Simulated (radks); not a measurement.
Results of a calculation; reference values are marked as such.
Spherical quantum dot in the effective-mass picture: electrons in a hard-walled sphere of radius 4.95, with a point charge +1 (a donor) at the centre, all in effective atomic units (hartree* = m*/eps^2 hartree, bohr* = eps/m* bohr), one dielectric constant everywhere. Level of theory: non-relativistic Kohn-Sham, LDA (Slater exchange, Perdew-Wang correlation), spin-polarised, spherical densities (a radial shooting solver with Libxc functionals). Levels are named by radial order and angular momentum (1s, 1p, 1d, 2s, ...), and open shells are averaged over m. Results are scaled to m* = 0.057 and eps = 7.4, for which hartree* = 28.32 meV and bohr* = 6.87 nm.

N = 35, configuration 1s2 1p6 1d10 2s2 1f14 1g(up 1, down 0). This is the lowest configuration that the search found. Occupied and some empty levels:

level    occupation  eigenvalue (meV)  <r> (nm)
1s up             1            243.71     24.82
1s down           1            243.89     24.80
1p up             3            246.17     25.33
1p down           3            246.36     25.32
1d up             5            250.67     25.77
1d down           5            250.87     25.76
1f up             7            257.08     26.17
1f down           7            257.28     26.17
2s up             1            264.33     11.90
2s down           1            264.36     11.90
1g up             1            265.26     26.54
1g down           0            265.46     26.54
1h up             0            275.13     26.87
1h down           0            275.34     26.87
2p up             0            277.80     17.33
2p down           0            277.87     17.32
3s up             0            287.27     15.77
3s down           0            287.34     15.78
2d up             0            289.49     19.39
2d down           0            289.57     19.39

Energy (meV): total 4621.05, kinetic 945.32, external -305.81, Hartree 4363.5, exchange-correlation -381.94.

Electron density:

r (nm)  n(r) (e/nm^3)
1.87        0.0008623
3.56        0.0005446
5.25        0.0003532
6.94        0.0002351
8.63        0.0001612
10.3        0.0001152
12.0       0.00008883
13.7       0.00007850
15.4       0.00008361
17.1        0.0001056
18.8        0.0001463
20.5        0.0002060
22.1        0.0002797
23.8        0.0003533
25.5        0.0004020
27.2        0.0003952
28.9        0.0003147
30.6        0.0001794
32.3       0.00005167
34.0        1.197e-07
